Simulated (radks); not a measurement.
Values are calculated unless marked as measured or tabulated.
Numerical settings for neutral caesium, [Xe] 6s1. Code: a radial shooting solver on a logarithmic mesh with Libxc functionals. Model: Dirac Kohn-Sham, PBE, spin-unpolarised, spherical densities, point nucleus. The defaults (mesh step 0.008 in ln r, mesh end at 40 bohr or more with all orbitals vanishing there, Anderson mixing 0.5 over 9 steps, residual threshold near 1e-9 with the energy settled to 1e-9 hartree or 1e-11 of itself, here a cap of 58 iterations) give E = -7790.2757 hartree and 6s1/2 at -2.086 eV in 13 iterations. Run on one thread of a shared host, so times are rough (Intel(R) Xeon(R) 6975P-C): 0.12 s of CPU time, 0.12 s wall, 13 iterations on 2728 mesh points. Changes against that run (0 stands for a change within the tolerance of the run):

| setting | iterations | converged | E (mhartree) | e(6s1/2) (meV) | CPU (s) |
|---|---|---|---|---|---|
| mesh step in ln r 0.2 | 2 | no | diverged | - | 0.02 |
| mesh step in ln r 0.05 | 13 | yes | +0.0473 | +0.0127 | 0.02 |
| mesh step in ln r 0.03 | 13 | yes | +0.00663 | 0 | 0.04 |
| mesh end (bohr) 12 | 13 | yes | +2.31 | +151 | 0.11 |
| mesh end (bohr) 5 | 13 | level above zero | +338 | +9.87e+03 | 0.09 |
| residual threshold 1e-16 | 58 | no | 0 | 0 | 0.26 |
| residual threshold 0.1 | 8 | yes | 0 | +0.631 | 0.09 |
| mixing 0.05 | 18 | yes | 0 | 0 | 0.15 |
| linear mixing, mixing 0.5 | 30 | yes | 0 | 0 | 0.2 |
| linear mixing, mixing 0.05 | 58 | no | +0.166 | -96.7 | 0.42 |
| mixing history 3 | 16 | yes | 0 | 0 | 0.13 |
| iteration cap 3 | 3 | no | +0.708 | -113 | 0.04 |

Settled on a wrong energy, with an occupied level pushed above zero by the early mesh end: mesh end (bohr) 5 (+0.338 hartree). Apart from these: settings that end as converged yet miss the energy by more than 1 mhartree: mesh end (bohr) 12 (+0.00231 hartree). A mesh that ends early acts as a hard wall.
